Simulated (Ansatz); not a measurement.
Ansatz (a program for electronic structure) input:

Ansatz 0.2 input:
```yaml
crystal:
  periodic: [false, false, false]
  atoms:
    - {symbol: Br, position_ang: [2.07998818, -1.13204448, 0.37504813]}
    - {symbol: C, position_ang: [0.24987726, -0.42570714, 0.11596722]}
    - {symbol: C, position_ang: [-0.88194740, -1.26250915, 0.26748190]}
    - {symbol: C, position_ang: [-1.99041106, -0.55011513, 0.04090626]}
    - {symbol: Se, position_ang: [-1.64389378, 1.38030323, -0.41527451]}
    - {symbol: C, position_ang: [0.15224949, 0.88930100, -0.21050012]}
    - {symbol: H, position_ang: [-3.03820389, -0.81385906, 0.05611346]}
    - {symbol: H, position_ang: [0.95239631, 1.59928861, -0.34659611]}
basis:
  gaussian:
    orbitals: aug-cc-pVDZ
total_charge: -1
magnetization: {spin_polarized: false}
correlation: {method: ccsd_t, electrons: outside_noble_gas}
```

Question: Predict the final energy.

Answer: -5125.66015 Eh (CCSD(T)/aug-cc-pVDZ). The basis has 182 functions.

It need not be the lowest isomer of its formula. Whether it binds its extra electron was not tested at this geometry.
